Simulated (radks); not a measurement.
Problem. Coherent X-ray form factor from a spherical all-electron density. Method: Dirac Kohn-Sham, PBEsol, spin-unpolarised, spherical densities, finite nucleus; Fermi nuclear charge, rms radius of each element as measured or else 0.836 A^(1/3) + 0.57 fm; computed with a radial shooting solver on a logarithmic mesh with Libxc functionals.

sin(theta)/lambda (1/angstrom),f0 (electrons)
0.05,47.517
0.1,46.149
0.15,44.103
0.2,41.639
0.25,38.999
0.3,36.362
0.4,31.495
0.5,27.429
0.6,24.201
0.8,19.798
1,16.996
1.25,14.228
1.5,11.727
2,7.940

The species is in the configuration that NIST lists as its ground one. Which atom or ion scatters so?

Solution. The tellurium ion Te4+, [Kr] 4d10 5s2. Extrapolating in s^2 from the first two rows gives f0(0) = 48.0, near the electron count 48; among species with that count, the fall with angle is slower the higher Z, and the table is that of Z = 52; from so few rows the species is fixed only to a neighbour or two.
